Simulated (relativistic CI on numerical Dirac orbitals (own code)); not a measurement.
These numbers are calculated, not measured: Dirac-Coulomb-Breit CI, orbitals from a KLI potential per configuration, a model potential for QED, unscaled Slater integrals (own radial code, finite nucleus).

CI space (outside the closed core [Ne]): 3s²3p⁶3d⁸, 3s²3p⁵3d⁹, 3s²3p⁴3d¹⁰, 3s3p⁶3d⁹, 3p⁶3d¹⁰, 3s3p⁵3d¹⁰, 3s²3p⁶3d⁷4s, 3s²3p⁶3d⁷4p, 3s²3p⁶3d⁷4d, 3s²3p⁴3d⁹4s, 3s²3p⁶3d⁷4f, 3s²3p⁵3d⁸4s, 3s²3p⁴3d⁹4p, 3s²3p⁵3d⁸4p, 3s²3p⁶3d⁶4s², 3s²3p⁴3d⁹4d, 3s3p⁵3d⁹4s, 3s²3p⁶3d⁶4s4p, 3s3p⁵3d⁹4p, 3s²3p⁶3d⁷5s, 3s²3p⁵3d⁸4d, 3s²3p⁶3d⁶4p², 3s3p⁶3d⁸4s, 3s²3p⁶3d⁷5p, 3s²3p⁶3d⁶4s4d, 3s3p⁵3d⁹4d, 3p⁶3d⁹4s, 3s²3p⁶3d⁷5d, 3s3p⁶3d⁸4p, 3s²3p⁶3d⁶4p4d, 3s²3p⁵3d⁸4f, 3s²3p⁵3d⁷4s², 3s²3p⁶3d⁷5f, 3p⁶3d⁹4p, 3s²3p⁶3d⁷5g, 3s²3p⁵3d⁷4s4p. Levels of other configurations are missing.

At this charge energies of transitions that change n are usually good to better than 1 %, and those within a shell (Δn = 0) to a few per cent. Terms inside the open d or f shell come out 10 to 20 % too wide with unscaled integrals.

Outline of the computed level scheme of I XXVIII. Lowest level of each configuration: 3s²3p⁶3d⁸ ³F4 at 0.000 eV; 3s²3p⁵3d⁹ ³F°4 at 236.690 eV; 3s3p⁶3d⁹ ³D3 at 442.466 eV; 3s²3p⁴3d¹⁰ ³P2 at 497.849 eV; 3s²3p⁶3d⁷4s ⁵F5 at 612.872 eV.

Some strong electric-dipole decays among the lowest 45 levels: 3s²3p⁵3d⁹ ¹F°3 → 3s²3p⁶3d⁸ ¹G4 (1.3e+12 s⁻¹); 3s²3p⁴3d¹⁰ ¹D2 → 3s²3p⁵3d⁹ ¹F°3 (1.1e+12 s⁻¹); 3s²3p⁴3d¹⁰ ³P1 → 3s²3p⁵3d⁹ ³P°2 (6.5e+11 s⁻¹); 3s²3p⁵3d⁹ ³D°3 → 3s²3p⁶3d⁸ ³F4 (6.1e+11 s⁻¹); 3s²3p⁵3d⁹ ³P°0 → 3s²3p⁶3d⁸ ³P1 (5.5e+11 s⁻¹); 3s²3p⁴3d¹⁰ ³P2 → 3s²3p⁵3d⁹ ³D°3 (5.3e+11 s⁻¹); 3s²3p⁴3d¹⁰ ³P2 → 3s²3p⁵3d⁹ ³F°3 (5.1e+11 s⁻¹); 3s²3p⁵3d⁹ ³D°2 → 3s²3p⁶3d⁸ ³F3 (4.7e+11 s⁻¹).

LS names give the leading component of a level, which can be under half, so a name can repeat, a term be missing and a line seem to break the LS rules.
